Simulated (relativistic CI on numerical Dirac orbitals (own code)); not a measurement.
Method of calculation: Dirac-Coulomb-Breit CI, separate exchange-only KLI orbitals for each configuration, model QED (radiative potential, 1s self-energy scaled to tabulated hydrogen-like ionisation energies), valence Slater integrals scaled by 0.85, P86 correlation estimate, and configurations built on the next ion tied to the tabulated ionisation energy (semi-empirical) (own radial code, finite nucleus).

CI space (outside the closed core [Ar]): 3d6 4s2, 3d7 4s, 3d6 4s 4p, 3d8, 3d7 4p, 3d5 4s2 4p, 3d6 4s 4d, 3d6 4s 5s, 3d6 4s 5p, 3d6 4s 5d, 3d6 4s 6s, 3d6 4s 4f, 3d6 4s 5f, 3d6 4p2, 3d7 4d, 3d7 5s, 3d7 5p, 3d6 4s 6p, 3d6 4s 5g, 3d6 4s 6d, 3d6 4d2, 3d6 4s 6f. Levels of other configurations are missing.

Configurations that consist of the next ion and one excited electron were tied to the tabulated ionisation energy; Rydberg ones are usually within 1,000 to 3,000 cm⁻¹ and the lowest ones within about 6,000 (9,000 in d shells), while levels on excited terms of the next ion carry the error of that term, and the other configurations can be misplaced by 10,000 cm⁻¹ or more. Rates follow the energies as ν³ (E1, M1) or ν⁵ (E2), so rates, branching and lifetimes can be off by large factors. The fine structure of a lone outer electron comes out too small, for d and f at times inverted, and misplaced configurations move strength between like terms. 113 of the 147 excited levels that our extract of the measured tables holds in this range could be paired (the sources list more); they are missed by 4638 cm⁻¹ on average and 15271 at most, and levels without a partner can miss by more.

Outline of the computed level scheme of Fe I. Lowest level of each configuration: 3d6 4s2 5D_4 at 0.0000 eV; 3d7 4s 5F_5 at 2.2384 eV; 3d6 4s 4p 7D°_5 at 2.3912 eV.

Some strong electric-dipole decays among the lowest 45 levels: 3d6 4s 4p 5D°_4 → 3d6 4s2 5D_4 (1.2e+07 s⁻¹); 3d6 4s 4p 5D°_1 → 3d6 4s2 5D_2 (7.9e+06 s⁻¹); 3d6 4s 4p 5D°_3 → 3d6 4s2 5D_3 (6.8e+06 s⁻¹); 3d6 4s 4p 5D°_2 → 3d6 4s2 5D_3 (6.2e+06 s⁻¹); 3d6 4s 4p 5D°_3 → 3d6 4s2 5D_4 (3.9e+06 s⁻¹); 3d6 4s 4p 5D°_2 → 3d6 4s2 5D_2 (3.4e+06 s⁻¹); 3d6 4s 4p 5D°_1 → 3d6 4s2 5D_0 (2.9e+06 s⁻¹); 3d6 4s 4p 5D°_2 → 3d6 4s2 5D_1 (2.6e+06 s⁻¹).

Rates of lines that live on the mixing of spin multiplicities can be off by large factors.
